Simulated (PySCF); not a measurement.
Computed shifts of a molecule CH₆ClFSi₂, PBE0/pcSseg-1 (PySCF), GIAO, gas phase, atoms alike by connectivity averaged where their shifts nearly agree, in ppm (number of nuclei): ²⁹Si: 7.5 (1), -5.1 (1). ¹⁹F: -217.5 (1). ¹³C: 3.1 (1). ¹H: 5.57 (1), 5.54 (2), 5.48 (1), 1.34 (1), 0.47 (1). References: ²⁹Si against TMS (σ = 352.7 ppm); ¹⁹F against CFCl3 (σ = 167.2 ppm); ¹³C against TMS (σ = 186.3 ppm); ³⁵Cl against HCl (σ = 945.9 ppm); ¹H against TMS (σ = 31.56 ppm), references at their B3LYP-D3(BJ)/def2-TZVP geometries, non-relativistic (without spin–orbit terms, shifts of atoms bonded to Cl or Br come out too high). Geometry optimised at PBE0-D3(BJ)/def2-SVP. The values are those of a single conformer.

Task: Which molecule gave these data?
A) C[Si@H](F)[SiH2]Cl
B) F[Si@H](Cl)C[SiH3]
C) FC[Si@H]([SiH3])Cl
D) F[SiH2]C[SiH2]Cl

Result: D, F[SiH2]C[SiH2]Cl
